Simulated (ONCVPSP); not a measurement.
## Logarithmic derivatives: Pm (Z = 61), ONCV

Pm (Z = 61), optimised norm-conserving Vanderbilt (ONCV), made with ONCVPSP 4.0.1 (PBE, scalar-relativistic). Core [Kr] 4d10 5s2, reference 4f5 5p6 6s1.5 (charge +0.5). Waves: 6s: rc 3.75 bohr, ncon 4, nbas 9, qcut 1.5 1/bohr, 2 projectors, debl 2.1 Ha; 5p: rc 2.80 bohr, ncon 4, nbas 8, qcut 5.8 1/bohr, 2 projectors, debl 2.9 Ha; d scattering state at 0.04 Ha: rc 3.75 bohr, ncon 3, nbas 6, qcut 2.2 1/bohr, 2 projectors, debl 3.7 Ha; 4f: rc 1.70 bohr, ncon 4, nbas 8, qcut 8.6 1/bohr, 2 projectors, debl 2.5 Ha. Local part: polynomial inside 1.25 bohr (lpopt 3, dvloc0 0 Ha). Core correction: Teter function, fcfact 5.75, rcfact 1.15.

In the d channel the program set the typed energies aside and used -0.162, 3.538 Ha.

The phase is arctan(r·R′/R) of the radial function R(r), unwrapped; energies in Ha, scanned from -2 to 5 Ha. A pole is an energy at which the radial function vanishes at the test radius. The pseudo phase is shifted by a multiple of π to meet the all-electron one at the reference energy, and phase errors are pseudo minus all-electron; the curves can meet again beyond the range given. Levels narrower than the energy grid can be missing from the lists of poles. n/a: not evaluated, since a narrow level or a reset projector energy made the automatic matching unsafe.

```csv
channel,radius (bohr),reference energy (Ha),"poles, all-electron","poles, pseudo",unbroken range about the reference energy with phases within 0.05 rad,phase error 1 Ha above the reference energy (rad)
s,3.80,-0.22,"0.32, 2.52","0.30, 2.64",n/a,n/a
p,2.83,-0.94,"-0.81, 2.23","-0.81, 2.23, 4.94",below 3.5,-0.005
d,3.80,-0.16,"-0.01, 1.48, 3.91","0.13, 3.76, 4.63",-0.2 to -0.1,+2.725
f,1.73,-0.18,0.12,0.12,the whole range,+0.001
```

Note: ghosts flagged at negative energy: s at -78.3 eV, d at -89.7 eV; GHOST(+) flagged for s at 49.7 eV, d at 105.6 eV. A true bound ghost makes a file unfit for plane-wave use.

Phases in the d channel:

```tsv
E (Ha)	all-electron	pseudo
-1.98	1.412	1.484
-1.80	1.402	1.475
-1.62	1.390	1.465
-1.44	1.375	1.454
-1.26	1.357	1.442
-1.08	1.332	1.426
-0.90	1.296	1.404
-0.72	1.238	1.370
-0.54	1.123	1.302
-0.36	0.739	1.060
-0.18	-1.023	-1.017
0.00	-1.588	-1.494
0.18	-1.818	-1.589
0.36	-2.188	-1.635
0.54	-3.450	-1.669
0.72	-4.276	-1.698
0.90	-4.497	-1.730
1.08	-4.596	-1.767
1.26	-4.657	-1.818
1.44	-4.704	-1.895
1.62	-4.745	-2.032
1.80	-4.789	-2.343
1.98	-4.848	-3.141
2.16	-4.948	-3.974
2.34	-5.217	-4.303
2.52	-6.550	-4.446
2.70	-7.453	-4.524
2.88	-7.643	-4.573
3.06	-7.721	-4.608
3.24	-7.766	-4.635
3.42	-7.797	-4.657
3.60	-7.820	-4.679
3.78	-7.840	-4.720
3.96	-7.859	-7.737
4.14	-7.877	-7.815
4.32	-7.897	-7.834
4.50	-7.920	-7.846
4.68	-7.951	-7.857
4.86	-7.998	-7.866
```
